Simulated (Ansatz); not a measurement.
# Molecular dynamics of H4OPSb

input.yaml

```yaml
crystal:
  periodic: [false, false, false]
  atoms:
    - { symbol: P, position_ang: [-0.694418, 0.072927, -1.731585] }
    - { symbol: O, position_ang: [-0.531699, 0.413528, 0.168362] }
    - { symbol: Sb, position_ang: [1.441874, 0.422554, 0.832252] }
    - { symbol: H, position_ang: [-1.068356, -0.561711, -0.243644] }
    - { symbol: H, position_ang: [-1.820525, 0.967287, -1.822644] }
    - { symbol: H, position_ang: [1.021339, -0.157628, 2.420419] }
    - { symbol: H, position_ang: [1.712985, -1.224959, 0.331141] }
basis:
  gaussian: { orbitals: def2-mTZVP }
hamiltonian:
  xc: pbe
md:
  timestep: 0.5
  n_steps: 200
  ensemble: nve
  temperature: 300.0
  initial_velocities: maxwell_boltzmann
  seed: 4896
```

Launched with:

```bash
$ ansatz run input.yaml --threads 2 --pin off --max-ram 3072MiB --backend cpu --events-out ev --progress --plain --runs-dir out
```

It starts at the highest image of a converged band. Of that band: The profile has 2 maxima (images 2, 6) with wells between them (image 5): this band takes more than one step, which may be the mechanism or a detour left from its start path. Neighbouring images differ by up to 2.3 eV, so the band resolves the path poorly. A vibrational analysis at the climbing image gives one clearly imaginary mode, 1308i cm⁻¹: a first-order saddle point.

Output, in part (one step line in 7, the closing report, with atoms numbered from 0):

```
md step     0: t =     0.00 fs  T =   300.0 K  F+E_penalty+E_count = -17929.84182412 eV  E_kin = 0.193890 eV  conserved = -17929.64793413 eV  (42 SCF iters)
md step     7: t =     3.50 fs  T =   155.9 K  F+E_penalty+E_count = -17929.74805135 eV  E_kin = 0.100743 eV  conserved = -17929.64730794 eV  (32 SCF iters)
md step    14: t =     7.00 fs  T =   165.7 K  F+E_penalty+E_count = -17929.75455949 eV  E_kin = 0.107071 eV  conserved = -17929.64748823 eV  (33 SCF iters)
md step    21: t =    10.50 fs  T =   190.8 K  F+E_penalty+E_count = -17929.77115184 eV  E_kin = 0.123302 eV  conserved = -17929.64784968 eV  (33 SCF iters)
md step    28: t =    14.00 fs  T =   130.4 K  F+E_penalty+E_count = -17929.73140322 eV  E_kin = 0.084252 eV  conserved = -17929.64715168 eV  (32 SCF iters)
md step    35: t =    17.50 fs  T =   348.6 K  F+E_penalty+E_count = -17929.87311984 eV  E_kin = 0.225270 eV  conserved = -17929.64784972 eV  (31 SCF iters)
md step    42: t =    21.00 fs  T =   502.7 K  F+E_penalty+E_count = -17929.97262329 eV  E_kin = 0.324882 eV  conserved = -17929.64774098 eV  (32 SCF iters)
md step    49: t =    24.50 fs  T =   597.3 K  F+E_penalty+E_count = -17930.03298714 eV  E_kin = 0.386067 eV  conserved = -17929.64692058 eV  (34 SCF iters)
md step    56: t =    28.00 fs  T =   564.0 K  F+E_penalty+E_count = -17930.01195057 eV  E_kin = 0.364510 eV  conserved = -17929.64744074 eV  (36 SCF iters)
md step    63: t =    31.50 fs  T =   549.7 K  F+E_penalty+E_count = -17930.00382894 eV  E_kin = 0.355296 eV  conserved = -17929.64853297 eV  (35 SCF iters)
md step    70: t =    35.00 fs  T =   560.4 K  F+E_penalty+E_count = -17930.01023901 eV  E_kin = 0.362206 eV  conserved = -17929.64803288 eV  (33 SCF iters)
md step    77: t =    38.50 fs  T =   561.1 K  F+E_penalty+E_count = -17930.00988599 eV  E_kin = 0.362645 eV  conserved = -17929.64724067 eV  (34 SCF iters)
md step    84: t =    42.00 fs  T =   685.6 K  F+E_penalty+E_count = -17930.09191112 eV  E_kin = 0.443120 eV  conserved = -17929.64879073 eV  (33 SCF iters)
md step    91: t =    45.50 fs  T =   641.0 K  F+E_penalty+E_count = -17930.06306290 eV  E_kin = 0.414250 eV  conserved = -17929.64881328 eV  (51 SCF iters)
md step    98: t =    49.00 fs  T =   466.3 K  F+E_penalty+E_count = -17929.94843332 eV  E_kin = 0.301361 eV  conserved = -17929.64707204 eV  (35 SCF iters)
md step   105: t =    52.50 fs  T =   535.8 K  F+E_penalty+E_count = -17929.99300479 eV  E_kin = 0.346311 eV  conserved = -17929.64669389 eV  (34 SCF iters)
md step   112: t =    56.00 fs  T =   791.5 K  F+E_penalty+E_count = -17930.15967169 eV  E_kin = 0.511541 eV  conserved = -17929.64813025 eV  (34 SCF iters)
md step   119: t =    59.50 fs  T =   877.8 K  F+E_penalty+E_count = -17930.21561191 eV  E_kin = 0.567331 eV  conserved = -17929.64828103 eV  (34 SCF iters)
md step   126: t =    63.00 fs  T =   841.7 K  F+E_penalty+E_count = -17930.19121469 eV  E_kin = 0.543983 eV  conserved = -17929.64723159 eV  (34 SCF iters)
md step   133: t =    66.50 fs  T =   800.6 K  F+E_penalty+E_count = -17930.16459970 eV  E_kin = 0.517407 eV  conserved = -17929.64719262 eV  (34 SCF iters)
md step   140: t =    70.00 fs  T =   925.4 K  F+E_penalty+E_count = -17930.24658576 eV  E_kin = 0.598074 eV  conserved = -17929.64851162 eV  (35 SCF iters)
md step   147: t =    73.50 fs  T =  1120.5 K  F+E_penalty+E_count = -17930.37311453 eV  E_kin = 0.724209 eV  conserved = -17929.64890556 eV  (35 SCF iters)
md step   154: t =    77.00 fs  T =  1109.5 K  F+E_penalty+E_count = -17930.36403205 eV  E_kin = 0.717041 eV  conserved = -17929.64699078 eV  (66 SCF iters)
md step   161: t =    80.50 fs  T =  1394.0 K  F+E_penalty+E_count = -17930.54837425 eV  E_kin = 0.900918 eV  conserved = -17929.64745593 eV  (70 SCF iters)
md step   168: t =    84.00 fs  T =  1900.1 K  F+E_penalty+E_count = -17930.87648676 eV  E_kin = 1.228005 eV  conserved = -17929.64848134 eV  (33 SCF iters)
md step   175: t =    87.50 fs  T =  2409.5 K  F+E_penalty+E_count = -17931.20523180 eV  E_kin = 1.557255 eV  conserved = -17929.64797663 eV  (32 SCF iters)
md step   182: t =    91.00 fs  T =  2871.9 K  F+E_penalty+E_count = -17931.50323631 eV  E_kin = 1.856127 eV  conserved = -17929.64710970 eV  (33 SCF iters)
md step   189: t =    94.50 fs  T =  3190.6 K  F+E_penalty+E_count = -17931.70949821 eV  E_kin = 2.062067 eV  conserved = -17929.64743155 eV  (30 SCF iters)
md step   196: t =    98.00 fs  T =  3531.9 K  F+E_penalty+E_count = -17931.93149044 eV  E_kin = 2.282677 eV  conserved = -17929.64881371 eV  (30 SCF iters)
md step   200: t =   100.00 fs  T =  3612.0 K  F+E_penalty+E_count = -17931.98148932 eV  E_kin = 2.334431 eV  conserved = -17929.64705832 eV  (31 SCF iters)
Total energy: -17931.98153130 eV, -658.9881665416 hartree
Atom 0 at    -0.240504     0.146819    -1.253849 Å, force    -1.744226     0.069703     1.865193 eV/Å
Atom 1 at    -1.498492     0.109118     0.154488 Å, force     3.394283    -0.362151    -0.478448 eV/Å
Atom 2 at     1.455226     0.431525     0.713442 Å, force     0.672739     0.288979    -0.568515 eV/Å
Atom 3 at    -2.402147     0.233554    -0.052979 Å, force    -2.081414     0.326563    -1.275177 eV/Å
Atom 4 at    -0.367256     1.574075    -1.503079 Å, force     0.146109    -0.087611     0.043958 eV/Å
Atom 5 at     0.202525    -0.171280     1.668885 Å, force    -0.197798    -0.361525     0.366795 eV/Å
Atom 6 at     2.196543    -1.135879     0.464273 Å, force    -0.189694     0.126042     0.046194 eV/Å
Dipole moment:    -0.047835     0.194836    -0.094211 e Å
```

The run went to its last step. The conserved energy stayed within 0.22 meV per atom of its start (net change 0.13 meV per atom), so the integration is sound. The kinetic energy rose, since the run started high on the potential surface and went downhill. A run of 0.1 ps of so small a system gives no equilibrium averages. The orbitals stay closed-shell, which can raise the energy where a bond breaks towards radicals; this wasn't checked here.

Between its relaxed ends the band would form P1–Sb3, O2–H4 and break P1–H4, O2–Sb3. These pairs go: P1–Sb3 3.36 → 2.61 Å, O2–H4 1.19 → 0.94 Å, P1–H4 1.66 → 2.47 Å, O2–Sb3 2.08 → 3.02 Å. In the last frame they stand as after the step (other bonds may differ from the relaxed reactants and products). These pairs come and go: their bonding changes 7 times, last at 84 of 100 fs, so the outcome isn't settled. It ends as one piece, H4OPSb. Pairs count as bonded within 1.25 times the sum of covalent radii (0.12 Å more for H–H).

Last frame:

```xyz
7
Properties=species:S:1:pos:R:3
P -0.240 0.147 -1.254
O -1.498 0.109 0.154
Sb 1.455 0.431 0.713
H -2.402 0.234 -0.053
H -0.367 1.574 -1.503
H 0.203 -0.171 1.669
H 2.196 -1.136 0.464
```

Run time: 4.6 min on 2 threads of AMD EPYC 7R13 Processor (Zen 3), on a shared host, peak memory 0.18 GiB.
